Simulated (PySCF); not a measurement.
H$_{2}$Br$_{2}$GaN (SMILES [NH2][Ga]([Br])[Br]), singlet, geometry from GFN2-xTB (such geometries of metal compounds can be far from the true shape), atoms displaced at random by about 0.03 Å a coordinate. Base run: PySCF with TPSS/STO-3G, gradient.

The PySCF input:
```python
from pyscf import gto, scf, dft

mol = gto.M(
    atom='''
Ga    0.475874   -0.206757    0.285504
Br   -1.333233   -1.584175    0.210227
Br    0.461192    1.903724   -0.706846
N     1.867055   -0.604158    1.301911
H     2.812035   -0.125884    1.324256
H     1.965820   -1.482283    1.724603
''',
    basis='sto-3g',
    charge=0,
    spin=0,
    verbose=3,
)

mf = dft.RKS(mol)
mf.xc = 'tpss'
mf.kernel()
g = mf.nuc_grad_method()
grad = g.kernel()
```

The coordinate followed is y of atom 2.

The base run was repeated with changes; each row names its change, and settings that it needs were set with it.

| change | dE/dx (Eh/bohr) | net force (Eh/bohr) |
|---|---|---|
| base | -0.018660 | 0.000440 |
| finite difference step (bohr) = 1e-4; conv_tol = 1e-11 | -0.018654 | - |
| finite difference step (bohr) = 0.05; conv_tol = 1e-11 | -0.018642 | - |
| conv_tol = 1e-4 | -0.018760 | 0.000440 |
| grids.level = 0; grid_response = off | -0.017406 | 0.023583 |
| density fitting = on; auxbasis_response = off | -0.018620 | 0.001565 |
| grids.level = 5; grid_response = off | -0.018609 | 0.000075 |
| conv_tol = 1e-11 | -0.018660 | 0.000440 |
| grids.level = 1; grid_response = on | -0.018686 | 0.000000 |
| grids.level = 0; grid_response = on | … | 0.000000 |
| grid_response = on | -0.018654 | 0.000000 |
| finite difference step (bohr) = 1e-5; conv_tol = 1e-11 | -0.018654 | - |

### Question
What belongs in the gaps?

### Answer

- grids.level = 0; grid_response = on, dE/dx (Eh/bohr): -0.022011

The net force is zero for an exact gradient.
